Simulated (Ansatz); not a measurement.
```xyz
2

Al    0.0000    0.0000   -0.1096
H     0.0000    0.0000    1.4247
```

Basis set: 6-31G* (spherical functions). Correlated methods keep 5 orbitals frozen. Charge 0, multiplicity 1.

Computed with Ansatz (development build ahead of 0.2.0); each method stands on the lowest determinant of its kind that the runs found. Restricted open shells among the atoms or ions are ROHF, correlated in semicanonical orbitals with singles.

The atomization energy at this shape (free ground-state atoms in the same class of orbitals less the molecule, no zero-point energy) of singlet AlH:

| method | atomization energy |
| --- | --- |
| RHF-MP2 | 2.50 eV |

(1) What does RHF give?

Results:

(1) 2.22 eV.
